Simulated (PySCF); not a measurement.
## Electron correlation in Sn (tin, neutral)

[Kr] 4d10 5s1 5p2 5d1, one real determinant (an excited configuration). All numbers are calculated (PySCF 2.14, scalar relativity by spin-free X2C-1e, in x2c-TZVPPall with one added diffuse shell each of s, p, d, f type (9s7p5d3f, 76 functions)). Frozen: [Ar] 3d10; 22 electrons correlated.

| level | correlation energy (mhartree) |
| --- | --- |
| CCSD | -313.03 |
| (T) | -6.67 |
| CCSD(T) | -319.70 |

Diagnostics: T1 = 0.012, D1 = 0.0646, largest double amplitude 0.118.

The real determinant used has ⟨L²⟩ near 8 against 12 for a pure F term, so it mixes terms. The outer electron is Rydberg-like, and this basis confines it to a smaller radius and binds it less than a complete one would.

Cost of the coupled-cluster step: about 60 core-seconds, for 22 correlated electrons.

Iterations:

```
CC2 = 0
CCSD nocc = (np.int64(13), np.int64(9)), nmo = (62, 62)
frozen orbitals [[0, 1, 2, 3, 4, 5, 6, 7, 8, 9, 10, 11, 12, 13], [0, 1, 2, 3, 4, 5, 6, 7, 8, 9, 10, 11, 12, 13]]
max_cycle = 100
direct = 0
conv_tol = 1e-08
conv_tol_normt = 1e-06
diis_space = 8
diis_start_cycle = 0
Init t2, MP2 energy = -0.319712052174149
Init E_corr(UCCSD) = -0.319712052180723
cycle = 1  E_corr(UCCSD) = -0.304124860901894  dE = 0.0155871913  norm(t1,t2) = 0.0630714
cycle = 2  E_corr(UCCSD) = -0.311794106608505  dE = -0.00766924571  norm(t1,t2) = 0.0283607
cycle = 3  E_corr(UCCSD) = -0.311750311910994  dE = 4.37946975e-05  norm(t1,t2) = 0.0280991
cycle = 4  E_corr(UCCSD) = -0.310776875071986  dE = 0.000973436839  norm(t1,t2) = 0.0319344
cycle = 5  E_corr(UCCSD) = -0.312583125237512  dE = -0.00180625017  norm(t1,t2) = 0.0192945
cycle = 6  E_corr(UCCSD) = -0.312630758578526  dE = -4.7633341e-05  norm(t1,t2) = 0.0114134
cycle = 7  E_corr(UCCSD) = -0.312660276017531  dE = -2.9517439e-05  norm(t1,t2) = 0.00752756
cycle = 8  E_corr(UCCSD) = -0.313069593063611  dE = -0.000409317046  norm(t1,t2) = 0.0038813
cycle = 9  E_corr(UCCSD) = -0.313035247719285  dE = 3.43453443e-05  norm(t1,t2) = 0.0011977
cycle = 10  E_corr(UCCSD) = -0.313030857947042  dE = 4.38977224e-06  norm(t1,t2) = 0.000297466
cycle = 11  E_corr(UCCSD) = -0.313035937859866  dE = -5.07991282e-06  norm(t1,t2) = 8.41796e-05
cycle = 12  E_corr(UCCSD) = -0.313034827606225  dE = 1.11025364e-06  norm(t1,t2) = 3.24702e-05
cycle = 13  E_corr(UCCSD) = -0.313033933371637  dE = 8.94234588e-07  norm(t1,t2) = 3.21219e-05
cycle = 14  E_corr(UCCSD) = -0.313033890852288  dE = 4.25193498e-08  norm(t1,t2) = 1.82024e-05
cycle = 15  E_corr(UCCSD) = -0.313034117202142  dE = -2.26349854e-07  norm(t1,t2) = 1.97133e-05
cycle = 16  E_corr(UCCSD) = -0.313033783166336  dE = 3.34035806e-07  norm(t1,t2) = 8.84229e-06
cycle = 17  E_corr(UCCSD) = -0.313033777352981  dE = 5.81335552e-09  norm(t1,t2) = 1.75271e-06
cycle = 18  E_corr(UCCSD) = -0.313033790292081  dE = -1.29391001e-08  norm(t1,t2) = 9.39554e-07
cycle = 19  E_corr(UCCSD) = -0.313033770682777  dE = 1.96093038e-08  norm(t1,t2) = 7.33822e-07
cycle = 20  E_corr(UCCSD) = -0.31303375963831  dE = 1.1044467e-08  norm(t1,t2) = 5.7882e-07
cycle = 21  E_corr(UCCSD) = -0.313033747531181  dE = 1.21071293e-08  norm(t1,t2) = 3.56513e-07
cycle = 22  E_corr(UCCSD) = -0.313033738421812  dE = 9.10936898e-09  norm(t1,t2) = 1.11034e-07
UCCSD converged
E(UCCSD) = -6173.711757812906  E_corr = -0.3130337384218118
UCCSD(T) correction = -0.00667128602309596
```

The reference is one real determinant that mixes LS terms of this configuration.

This basis was not built for core-valence correlation, so the inner-shell part is incomplete.
